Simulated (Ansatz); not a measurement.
`[F][Al]([SH])[Br]` + `OC(Cl)Cl` → `[F][Al]([SH])[Cl]` + `OC(Cl)Br`  (formal exchange of groups at the Al–Br bond)

Calculated with Ansatz (gas phase, PBE0-D4/def2-TZVP geometries, no zero-point term in ΔE). CBS: MP2 limit from def2 TZ/QZ plus the TZ coupled-cluster correction, frozen cores. DFT in def2-TZVPP. B3LYP here is the variant with VWN-RPA as its local correlation; programs differ in this. For Br outer-core shells are correlated without core-valence functions, which leaves a few kJ/mol of doubt a bond. Scalar relativity is left out up to krypton. Each species was taken in one conformer, which may not be the lowest.

`[F][Al]([SH])[Br]`:

```xyz
5

F    -0.458    1.742    1.246
Al   -0.272    0.481    0.217
S     1.435   -0.809    0.490
Br   -1.779    0.163   -1.400
H     1.073   -1.578   -0.553
```

`OC(Cl)Cl`:

```xyz
6

O    -0.758    0.805    0.345
C     0.196   -0.142    0.219
Cl    1.540    0.378   -0.842
Cl   -0.456   -1.689   -0.400
H    -1.143    0.991   -0.521
H     0.620   -0.342    1.198
```

`[F][Al]([SH])[Cl]`:

```xyz
5

F     0.121   -2.104   -0.557
Al   -0.148   -0.573   -0.045
S     1.300    0.943   -0.545
Cl   -1.860   -0.158    1.056
H     0.588    1.892    0.090
```

`OC(Cl)Br`:

Cartesian coordinates in Å:
```
O -0.787 0.199 -0.844
C 0.240 -0.210 -0.073
Cl -0.284 -1.208 1.306
Br 1.311 1.296 0.603
H -1.397 0.731 -0.319
H 0.918 -0.807 -0.673
```

| level | ΔE (kJ/mol) |
| --- | --- |
| LDA (SPW92) | -1.5 |
| PBE-D4 | -4.0 |
| BLYP-D4 | -8.3 |
| B3LYP-D4 | -5.6 |

**Question.** What does CCSD(T)/CBS give? (Estimate.)

**Answer.** The calculation gave: -2.8 kJ/mol. The listed levels differ from it by 1.3, -1.2, -5.5, -2.8 kJ/mol.

Largest T1 diagnostic among the species: 0.011.

From BLYP to BHLYP (50 % exact exchange), in def2-TZVPP and without D4, ΔE moves by +5.3 kJ/mol. Leaving LDA and LC-ωPBE aside and taking each functional with its dispersion term where it has one, the values, not all of them listed here, spread over 7.0 kJ/mol, from BLYP-D4 to PBE-QIDH.
